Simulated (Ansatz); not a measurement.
`[SiH3]N([SiH3])BCl` → B• + Cl• + 7 H• + N• + 2 Si•  (atomization)

Gas-phase electronic energies from Ansatz, PBE0-D4/def2-TZVP geometries. CBS: MP2 limit from def2 TZ/QZ plus the TZ coupled-cluster correction, frozen cores. This one scheme is used for every species, atoms too. For atomizations the MP2-based limit and the directly extrapolated one differ by several kJ/mol either way, and by 10 to 25 for some Ge, Se and Sn compounds, so smaller differences from it don't rank the levels. DFT in def2-TZVPP. Open shells (•) are unrestricted, without spin–orbit coupling. Spin–orbit coupling would lower the free atoms: a little for B, Cl, Si. Each species was taken in one conformer, which may not be the lowest.

```
  level  ΔE (kJ/mol)
ωB97X-V       4038.7
    PBE       3971.9
```

What does CCSD(T)/CBS give? (An estimate is asked.)

The calculation gave: +4005.6 kJ/mol. The listed levels differ from it by 33.1, -33.7 kJ/mol.

Largest T1 diagnostic among the species: 0.014.

From BLYP to BHLYP (50 % exact exchange), in def2-TZVPP and without D4, ΔE moves by +6.7 kJ/mol. The D4 term adds +53.7 kJ/mol with B3LYP and +28.2 kJ/mol with PBE0; it sums over pairs of atoms, weighted by their polarisabilities, and B3LYP, whose exchange is more repulsive, gets the larger term.

B3LYP here is the variant with VWN-RPA as its local correlation; programs differ in this.
